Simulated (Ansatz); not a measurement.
Coupled-cluster diagnostics for Si(OEt)H3 (C₂H₈OSi), Ansatz.

Geometry of the singlet (r2SCAN-D4/def2-SVP):

Cartesian coordinates in Å:
```
Si 1.7877 -1.0504 -0.1854
O 0.3640 -0.4453 0.4318
C -0.4678 0.4563 -0.2818
C -1.6819 0.7808 0.5599
H 0.0916 1.3835 -0.5224
H -0.7791 0.0079 -1.2475
H -2.3465 1.4817 0.0314
H -2.2464 -0.1365 0.7861
H -1.3751 1.2376 1.5130
H 2.3550 -1.9454 0.8570
H 2.7538 0.0514 -0.4959
H 1.5446 -1.8215 -1.4463
```

Correlated methods freeze 8 core orbitals.

(1) Estimate the CCSD(T) correlation energy, the shares of MP2 and (T), T1 and the reference's ⟨S²⟩ for: charge 0, singlet, own geometry in def2-TZVPP; and the rough time on 4 threads of Intel Xeon on a shared host.

Answers

(1) 
| state | basis | correlation (eV) | MP2 share (%) | (T) share (%) | T1 | ⟨S²⟩ (pure) | wall time |
| --- | --- | --- | --- | --- | --- | --- | --- |
| charge 0, singlet, own geometry | def2-TZVPP | -21.570 | 90.6 | 3.4 | 0.011 | 0.00 (0.00) | 5.3 min |
Customary marks for T1 are 0.02 (closed shells), 0.045 (open shells) and about 0.05 (3d metals). T1 stays under 0.02 throughout.
